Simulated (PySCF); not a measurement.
C2H6OSi. Atoms are numbered in the order given.

```xyz
10

C     -0.0984     2.3787     0.0000
C      0.3689     1.1289     0.0000
O     -0.4434     0.0389     0.0000
Si     0.0394    -1.5694     0.0000
H     -1.1725     2.5773     0.0000
H      0.5973     3.2185     0.0000
H      1.4493     0.9240     0.0000
H      0.8542    -1.8689    -1.2135
H     -1.2104    -2.3669     0.0000
H      0.8542    -1.8689     1.2135
```
Charge 0, spin multiplicity 1.

The structure is a stationary point at B3LYP-D3(BJ)/def2-SVP. The geometry has at least one imaginary mode, so it is a saddle point at that level. The values are those of a single conformer.

The numbers are results of B3LYP-D3(BJ)/def2-SVP (PySCF), not measurements.

Frequencies are harmonic and unscaled.

Computed normal modes with their intensities:
```
mode  ν (cm⁻¹)  IR (km/mol)  Raman (Å⁴/amu)  depolarisation  moving atoms (share of kinetic energy)
----  --------  -----------  --------------  --------------  --------------------------------------
1          47i          0.3             4.4            0.75                          H 68 %, C 28 %
2           92          2.0             4.0            0.75                  O 44 %, H 40 %, C 12 %
3          170          0.8             1.9            0.61         O 40 %, H 25 %, C 22 %, Si 13 %
4          440          5.6             6.1            0.40                 C 46 %, H 31 %, Si 21 %
5          705         45.4             7.2            0.75                           H 84 %, C 9 %
6          723         29.5            10.1            0.65                 H 73 %, Si 14 %, C 11 %
7          723          5.8            14.6            0.75                  H 68 %, C 18 %, O 12 %
8          772         45.6             8.9            0.29          H 41 %, O 35 %, Si 17 %, C 8 %
9          864         50.5             4.4            0.75                          H 69 %, C 31 %
10         942         76.6            21.8            0.75                                  H 96 %
11         959        136.4            17.4            0.74                                  H 95 %
12         973         19.1             3.2            0.75                          H 88 %, C 12 %
13         986        368.8            18.3            0.73                          H 90 %, Si 9 %
14        1042         92.5             0.8            0.10                  H 40 %, O 32 %, C 24 %
15        1223        296.5             1.4            0.09                  C 40 %, O 38 %, H 21 %
16        1342         23.0            37.8            0.51                          H 86 %, C 10 %
17        1414         19.9             3.2            0.68                          H 80 %, C 18 %
18        1724        206.1            35.6            0.17                          C 85 %, H 14 %
19        2220        150.2            80.4            0.75                                  H 96 %
20        2222         90.2           199.0            0.07                                  H 98 %
21        2276         99.3           132.5            0.27                                  H 97 %
22        3112         21.8            45.5            0.39                           H 92 %, C 8 %
23        3162          0.2           127.2            0.12                                  H 94 %
24        3267          3.1            78.3            0.71                          H 89 %, C 11 %
```
